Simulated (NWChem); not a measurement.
Everything below was run with NWChem. System: HFPbS, charge 0, spin multiplicity 1, at a geometry optimised with B3LYP/def2-SVP with def2 effective core potentials on Pb. The structure started from a generated list of species. Level: B3LYP/def2-SVPD with def2 effective core potentials on Pb, VWN1-RPA local correlation.

Job file:

```
start mol
memory heap 200 mb stack 900 mb global 1100 mb
geometry units angstroms nocenter noautoz
  Pb    -0.368754    -0.199535     0.000000
  F      1.087562    -1.668989     0.000000
  S      1.263126     1.793653     0.000000
  H      0.239771     2.684325     0.000000
  symmetry group Cs
end
basis spherical
  * library def2-svpd
end
ecp
  Pb library def2-ecp
end
dft
  xc b3lyp
  semidirect memsize 60000000 filesize 0
  iterations 100
end
task dft energy
```

Output (cleaned and shortened):

```
             Northwest Computational Chemistry Package (NWChem) 7.3.0
             --------------------------------------------------------

                                NWChem Input Module
                                -------------------

 Scaling coordinates for geometry "geometry" by  1.889725989
 (inverse scale =  0.529177249)

 Turning off AUTOSYM since
 SYMMETRY directive was detected!

                             Geometry "geometry" -> ""
                             -------------------------

 Output coordinates in angstroms (scale by  1.889725989 to convert to a.u.)

  No.       Tag          Charge          X              Y              Z
 ---- ---------------- ---------- -------------- -------------- --------------
    1 Pb                  82.0000    -0.36875400    -0.19953500     0.00000000
    2 F                    9.0000     1.08756200    -1.66898900     0.00000000
    3 S                   16.0000     1.26312600     1.79365300     0.00000000
    4 H                    1.0000     0.23977100     2.68432500     0.00000000

 Effective nuclear repulsion energy (a.u.)     502.3013146748

            Nuclear Dipole moment (a.u.)
            ----------------------------
        X                 Y               Z
 ---------------- ---------------- ----------------
     0.0000321253     0.0000037795     0.0000000000

      Symmetry information
      --------------------

 Group name             Cs
 Group number              2
 Group order               2
 No. of unique centers     4

      Symmetry unique atoms

     1    2    3    4


 Summary of "ao basis" -> "" (spherical)
 ------------------------------------------------------------------------------
       Tag                 Description            Shells   Functions and Types
 ---------------- ------------------------------  ------  ---------------------
 *                         def2-svpd                  on all atoms

                                 NWChem DFT Module
                                 -----------------

 Summary of "ao basis" -> "ao basis" (spherical)
 ------------------------------------------------------------------------------
       Tag                 Description            Shells   Functions and Types
 ---------------- ------------------------------  ------  ---------------------
 Pb                        def2-svpd                12       32   5s4p3d
 F                         def2-svpd                 9       23   4s3p2d
 S                         def2-svpd                11       27   5s4p2d
 H                         def2-svpd                 4        8   2s2p

 Summary of "ao basis" -> "ao basis" (spherical)
 ------------------------------------------------------------------------------
       Tag                 Description            Shells   Functions and Types
 ---------------- ------------------------------  ------  ---------------------
 Pb                        def2-svpd                12       32   5s4p3d
 F                         def2-svpd                 9       23   4s3p2d
 S                         def2-svpd                11       27   5s4p2d
 H                         def2-svpd                 4        8   2s2p

      Symmetry analysis of basis
      --------------------------

        a'         63
        a"         27

            General Information
            -------------------
          SCF calculation type: DFT
          Wavefunction type:  closed shell.
          No. of atoms     :     4
          No. of electrons :    48
[...]
 d= 0,ls=0.0,diis     5   -691.4785186614 -1.80D-02  3.10D-04  7.32D-04     2.9
  Resetting Diis
 d= 0,ls=0.0,diis     6   -691.4786208861 -1.02D-04  1.03D-04  7.27D-05     3.2
 d= 0,ls=0.0,diis     7   -691.4786319791 -1.11D-05  6.63D-05  5.34D-06     3.5
 d= 0,ls=0.0,diis     8   -691.4786298552  2.12D-06  3.69D-05  2.35D-05     3.7
 d= 0,ls=0.0,diis     9   -691.4786328995 -3.04D-06  6.23D-06  2.58D-07     4.0
 d= 0,ls=0.0,diis    10   -691.4786329372 -3.77D-08  1.91D-06  2.93D-08     4.3

         Total DFT energy =     -691.478632937220
      One electron energy =    -1338.027867891599
           Coulomb energy =      542.994292438370
    Exchange-Corr. energy =      -52.642921831316
 Nuclear repulsion energy =      156.197864347324

 Numeric. integr. density =       48.000004617211

     Total iterative time =      3.7s

                  Occupations of the irreducible representations
                  ----------------------------------------------

                     irrep           alpha         beta
                     --------     --------     --------
                     a'               18.0         18.0
                     a"                6.0          6.0

                       DFT Final Molecular Orbital Analysis
                       ------------------------------------

 Vector   22  Occ=2.000000D+00  E=-3.589909D-01  Symmetry=a'
              MO Center=  8.6D-01, -1.4D+00,  8.9D-15, r^2= 1.8D+00
   Bfn.  Coefficient  Atom+Function         Bfn.  Coefficient  Atom+Function
  ----- ------------  ---------------      ----- ------------  ---------------
    38      0.601861  2 F  py                41     -0.400035  2 F  py
     3      0.182300  1 Pb s                 12     -0.138029  1 Pb px
     1     -0.123818  1 Pb s                  4      0.118075  1 Pb s
    44     -0.117064  2 F  py                37      0.114531  2 F  px
    18     -0.089464  1 Pb d -2              83     -0.083464  4 H  s

 Vector   23  Occ=2.000000D+00  E=-2.751898D-01  Symmetry=a'
              MO Center=  6.1D-01,  9.3D-01,  2.0D-15, r^2= 4.2D+00
   Bfn.  Coefficient  Atom+Function         Bfn.  Coefficient  Atom+Function
  ----- ------------  ---------------      ----- ------------  ---------------
    67      0.361709  3 S  px                68      0.341705  3 S  py
     3      0.278411  1 Pb s                  4      0.273986  1 Pb s
    64      0.266907  3 S  px                65      0.260218  3 S  py
    12     -0.252422  1 Pb px                 1     -0.191094  1 Pb s
    37     -0.190596  2 F  px                13     -0.158225  1 Pb py

 Vector   24  Occ=2.000000D+00  E=-2.666681D-01  Symmetry=a"
              MO Center=  1.1D+00,  1.6D+00, -6.4D-14, r^2= 2.1D+00
   Bfn.  Coefficient  Atom+Function         Bfn.  Coefficient  Atom+Function
  ----- ------------  ---------------      ----- ------------  ---------------
    69      0.565641  3 S  pz                66      0.429368  3 S  pz
    63      0.242577  3 S  pz                14      0.153922  1 Pb pz
    72      0.101775  3 S  pz                39      0.080766  2 F  pz
    17      0.078491  1 Pb pz                19     -0.056952  1 Pb d -1
    42     -0.055210  2 F  pz                11     -0.052517  1 Pb pz

 Vector   25  Occ=0.000000D+00  E=-1.133712D-01  Symmetry=a"
              MO Center= -3.4D-01, -4.0D-02, -3.6D-15, r^2= 4.0D+00
   Bfn.  Coefficient  Atom+Function         Bfn.  Coefficient  Atom+Function
  ----- ------------  ---------------      ----- ------------  ---------------
    17      0.586041  1 Pb pz                14      0.568391  1 Pb pz
    69     -0.233617  3 S  pz                11     -0.191134  1 Pb pz
     8     -0.185305  1 Pb pz                66     -0.159910  3 S  pz
    39      0.144932  2 F  pz                42     -0.106976  2 F  pz
    63     -0.087983  3 S  pz                45     -0.074451  2 F  pz

 Vector   26  Occ=0.000000D+00  E=-4.705029D-02  Symmetry=a'
              MO Center= -6.3D-01,  4.2D-02, -3.9D-15, r^2= 5.3D+00
   Bfn.  Coefficient  Atom+Function         Bfn.  Coefficient  Atom+Function
  ----- ------------  ---------------      ----- ------------  ---------------
    16      0.674552  1 Pb py                 4     -0.457993  1 Pb s
    13      0.439685  1 Pb py                15     -0.436834  1 Pb px
    36      0.369536  2 F  s                 60      0.294653  3 S  s
    43     -0.227549  2 F  px                12     -0.195589  1 Pb px
    28     -0.170173  1 Pb d -2              37      0.169229  2 F  px

 Vector   27  Occ=0.000000D+00  E=-3.981443D-02  Symmetry=a'
              MO Center= -6.9D-01,  5.5D-03,  3.9D-16, r^2= 6.9D+00
   Bfn.  Coefficient  Atom+Function         Bfn.  Coefficient  Atom+Function
  ----- ------------  ---------------      ----- ------------  ---------------
     5      0.839697  1 Pb s                  4     -0.671372  1 Pb s
    60     -0.594421  3 S  s                 15     -0.501352  1 Pb px
    12     -0.384365  1 Pb px                 3     -0.349150  1 Pb s
    68     -0.287521  3 S  py                59      0.278426  3 S  s
    36      0.219866  2 F  s                  1      0.210649  1 Pb s

 center of mass
 --------------
 x =  -0.11197744 y =  -0.09562657 z =   0.00000000

 moments of inertia (a.u.)
 ------------------
         609.428926664186        -189.707922424071           0.000000000000
        -189.707922424071         360.348587762323           0.000000000000
           0.000000000000           0.000000000000         969.777514426509

     Multipole analysis of the density
     ---------------------------------

     L   x y z        total         alpha         beta         nuclear
     -   - - -        -----         -----         ----         -------
     0   0 0 0     -0.000000    -24.000000    -24.000000     48.000000

     1   1 0 0     -1.850863    -21.830768    -21.830768     41.810673
     1   0 1 0      0.441142    -11.091425    -11.091425     22.623992
     1   0 0 1     -0.000000     -0.000000     -0.000000      0.000000

     2   2 0 0    -36.877687    -88.470907    -88.470907    140.064127
     2   1 1 0      0.364928    -39.413431    -39.413431     79.191791
     2   1 0 1     -0.000000     -0.000000     -0.000000      0.000000
     2   0 2 0    -38.676225   -170.441073   -170.441073    302.205922
     2   0 1 1     -0.000000     -0.000000     -0.000000      0.000000
     2   0 0 2    -33.253270    -16.626635    -16.626635      0.000000

 Task  times  cpu:        4.3s     wall:        4.3s

 Total times  cpu:        4.3s     wall:        4.3s
```
